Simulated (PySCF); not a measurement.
What went wrong, or what changed?

The sound run of [Eu(NH3)]3+ (singlet in the valence; each metal's 4f electrons, 6 of them, lie in its core potential, out of spins and levels) uses PySCF 2.14.0, RKS TPSS, Eu lcecp-1-SVP with ECP52, N def2-SVP, H def2-SVP; non-relativistic Hamiltonian with scalar-relativistic core potentials where named; density fitting; no spin-orbit coupling, grid (50, 194), threshold 1e-8 and 55 cycles at the relaxed geometry. This run, with dm0 from free metal ions and neutral atoms, differs:

```python
mol = gto.M(atom='''
Eu     0.00000     0.00000    -0.16461
N     -0.00000    -0.00000     2.21457
H      0.94986     0.00004     2.67125
H     -0.47496     0.82258     2.67125
H     -0.47490    -0.82262     2.67125''',
    basis={'Eu': 'lcecp-1-SVP', 'N': 'def2-SVP', 'H': 'def2-SVP'},
    ecp={'Eu': 'lcecp-1-SVP'},
    charge=3, spin=3)
mf = dft.UKS(mol, xc='TPSS')
mf.grids.atom_grid = (50, 194)  # f atoms: unpruned, at least (60, 302)
mf = mf.density_fit()  # fitting sets: Eu AutoAux, N def2-universal-JKFIT, H def2-universal-JKFIT
mf.conv_tol = 1e-08; mf.max_cycle = 76
mf.kernel(dm0)
```

Problem. What was changed, and how did it end?

Solution. The spin was changed. The program refused it. The cycle limit differs too. These settings are unsound on purpose: the numbers aren't the compound's.
```
RuntimeError: Electron number 18 and spin 3 are not consistent
Note mol.spin = 2S = Nalpha - Nbeta, not 2S+1
```

Run from Python with OMP_NUM_THREADS=2; the lines above give its settings.

No frequency check is given that shows the relaxed geometry to be a minimum. An lcecp potential fixes the number of 4f electrons, so in runs with it no electron can move into or out of that shell.
